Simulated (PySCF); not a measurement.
FGeH₆NSi, SMILES F[SiH2][NH][GeH3]. Atoms are numbered in the order given.

```xyz
10

Si     1.7212    -0.4471     0.1221
F      2.1326    -0.7024    -1.4384
N      0.3979     0.6334     0.2973
Ge    -1.4146     0.2428     0.2136
H      2.9221     0.1385     0.7709
H      1.3334    -1.7688     0.6717
H      0.6174     1.6273     0.2753
H     -2.0231     0.7092    -1.1268
H     -2.1344     0.9572     1.3762
H     -1.5228    -1.2850     0.3525
```

The structure is a stationary point at B3LYP-D3(BJ)/def2-SVP. This is a generated structure with no PubChem entry under its InChIKey; it may be hypothetical. Other conformers were not sampled.

These are PBE/def2-TZVP (PySCF) values and carry that method's errors.

ESP charges are fitted to the potential on shells at 1.4 to 2.0 van der Waals radii. Atomic charges (e):

```csv
atom,ESP fit,IAO
Si1,…,1.11
F2,…,-0.53
N3,-0.63,-0.87
Ge4,0.28,0.56
H5,-0.08,-0.14
H6,-0.05,-0.15
H7,0.36,0.27
H8,…,-0.09
H9,…,-0.08
H10,…,-0.07
```

Q: Complete the blanks. (An estimate is asked for; the answer gives what the named calculation found.)

A: 
- Si1, ESP fit: 0.46
- F2, ESP fit: -0.24
- H8, ESP fit: -0.04
- H9, ESP fit: -0.05
- H10, ESP fit: -0.01
